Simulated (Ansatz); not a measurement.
`CC(C)N[SiH3]` + `C[O][AlH][SH]` → `C[O][AlH][S][SiH3]` + `CC(C)N`  (ligand exchange at the Si–N bond)

Gas-phase electronic energies from Ansatz, PBE0-D4/def2-TZVP geometries. CBS: MP2 limit from def2 TZ/QZ plus the TZ coupled-cluster correction, frozen cores. DFT in def2-TZVPP. Each species was taken in one conformer, which may not be the lowest.

| level | ΔE (kcal/mol) |
| --- | --- |
| PBE0-D4 | -5.7 |
| ωB97M-V | -4.0 |
| CCSD/def2-TZVPP | -3.6 |
| HF/CBS(def2) | -3.4 |

Question: What does CCSD(T)/CBS give? (An estimate is asked.)

Answer: Computed: -4.5 kcal/mol. The listed levels differ from it by -1.2, 0.5, 0.9, 1.1 kcal/mol.

Largest T1 diagnostic among the species: 0.012.

CCSD(T)/CBS has its own doubt, a few kJ/mol and more with outer-core shells, so smaller differences from it don't rank the levels.
